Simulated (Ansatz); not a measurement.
The cluster K3H3⁺ (the lowest doublet isomer of a short search), 6 atoms. Hardware: 4 threads of Arm Neoverse V1 on a shared host.

The 6-31G sets use Cartesian d functions. Correlated methods freeze 15 core orbitals; core or outer-core shells of K are correlated, in sets that lack core-valence functions.

(1) How many basis functions does each of these Ansatz runs have, and roughly what does it cost? PBE-D4/def2-TZVP, charge 0 singlet at the geometry of the charge 1 doublet, energy, from earlier orbitals; PBE0-D4/def2-TZVP, charge 0 triplet at the geometry of the charge 1 doublet, energy; r2SCAN-D4/def2-TZVP, charge 0 triplet at the geometry of the charge 1 doublet, energy, from earlier orbitals; HF/6-31G, charge 1 doublet, energy; r2SCAN-D4/def2-TZVP, charge 1 doublet, energy, from earlier orbitals; HF/STO-3G, charge 1 doublet, energy; ωB97M-V/def2-TZVP, charge 1 doublet, energy, from earlier orbitals; PBE0-D4/def2-SVP, charge 1 doublet, energy, from earlier orbitals; PBE-D4/def2-TZVP, charge 0 triplet at the geometry of the charge 1 doublet, energy, from earlier orbitals; PBE-D4/def2-TZVP, charge 1 doublet, energy and forces, from earlier orbitals; PBE0-D4/def2-TZVP, charge 1 doublet, energy, from earlier orbitals; MP2/def2-TZVP, charge 1 doublet, energy, from earlier orbitals.

## Answers

(1) Other jobs shared the machine, so times can vary by a factor of up to 3. A dash marks memory too small to be measured apart from the calling script's.

```
                                                                                                         run  functions  fitting or Cholesky vectors  wall time  peak host memory (GiB)
                                                                         HF/STO-3G, charge 1 doublet, energy         42                          511     0.15 s                       –
                                                                          HF/6-31G, charge 1 doublet, energy         93                          975     0.75 s                       –
                                              MP2/def2-TZVP, charge 1 doublet, energy, from earlier orbitals        117                         1118      1.1 s                       –
   PBE-D4/def2-TZVP, charge 0 singlet at the geometry of the charge 1 doublet, energy, from earlier orbitals        117                         1107      1.4 s                       –
                                           PBE0-D4/def2-SVP, charge 1 doublet, energy, from earlier orbitals         87                          839      2.7 s                       –
   PBE-D4/def2-TZVP, charge 0 triplet at the geometry of the charge 1 doublet, energy, from earlier orbitals        117                         1107      2.8 s                       –
                                PBE-D4/def2-TZVP, charge 1 doublet, energy and forces, from earlier orbitals        117                         1107      2.9 s                       –
                         PBE0-D4/def2-TZVP, charge 0 triplet at the geometry of the charge 1 doublet, energy        117                         1118      5.5 s                       –
                                          PBE0-D4/def2-TZVP, charge 1 doublet, energy, from earlier orbitals        117                         1118      5.5 s                       –
                                        r2SCAN-D4/def2-TZVP, charge 1 doublet, energy, from earlier orbitals        117                         1107      6.5 s                       –
r2SCAN-D4/def2-TZVP, charge 0 triplet at the geometry of the charge 1 doublet, energy, from earlier orbitals        117                         1107      6.5 s                       –
                                          ωB97M-V/def2-TZVP, charge 1 doublet, energy, from earlier orbitals        117                         1118       13 s                     0.8
```
